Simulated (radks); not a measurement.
Results of a calculation; reference values are marked as such.
Ionisation of Tm+, [Xe] 4f13 6s1, to Tm2+, [Xe] 4f13, under several functionals. Dirac Kohn-Sham, spin-unpolarised, spherical densities, finite nucleus; open shells fill j = l - 1/2 first; a radial shooting solver on a logarithmic mesh with Libxc functionals.

[
 {"functional": "exchange-only LDA", "E(Tm+) (hartree)": "-13565.0184", "Exc (hartree)": "-271.1051", "IE (eV)": "11.416", "-e(HOMO) (eV)": "7.997", "<r> HOMO (bohr)": "0.8216", "IE error (eV)": "-0.649"},
 {"functional": "exchange-only B88", "E(Tm+) (hartree)": "-13577.6996", "Exc (hartree)": "-283.9145", "IE (eV)": "11.541", "-e(HOMO) (eV)": "8.063", "<r> HOMO (bohr)": "0.8212", "IE error (eV)": "-0.524"},
 {"functional": "XLYP", "E(Tm+) (hartree)": "-13582.2068", "Exc (hartree)": "-288.4687", "IE (eV)": "12.331", "-e(HOMO) (eV)": "9.039", "<r> HOMO (bohr)": "0.8187", "IE error (eV)": "+0.266"},
 {"functional": "BLYP", "E(Tm+) (hartree)": "-13581.3553", "Exc (hartree)": "-287.6087", "IE (eV)": "12.247", "-e(HOMO) (eV)": "9.020", "<r> HOMO (bohr)": "0.8187", "IE error (eV)": "+0.182"},
 {"functional": "Wu-Cohen GGA", "E(Tm+) (hartree)": "-13579.4251", "Exc (hartree)": "-285.6774", "IE (eV)": "11.922", "-e(HOMO) (eV)": "9.095", "<r> HOMO (bohr)": "3.573", "IE error (eV)": "-0.143"}
]

NIST Atomic Spectra Database: 12.07 eV (semi-empirical). Closest: Wu-Cohen GGA. The Delta-SCF values span 0.91 eV, the total energies 17.19 hartree. The highest occupied level is 4f7/2. Spin polarisation and multiplet splitting are left out, so open shells lie too high by an amount that depends on their filling.

Beside tabulated values, note that spin-unpolarised runs miss the spin-polarisation part of the exchange energy of open shells.
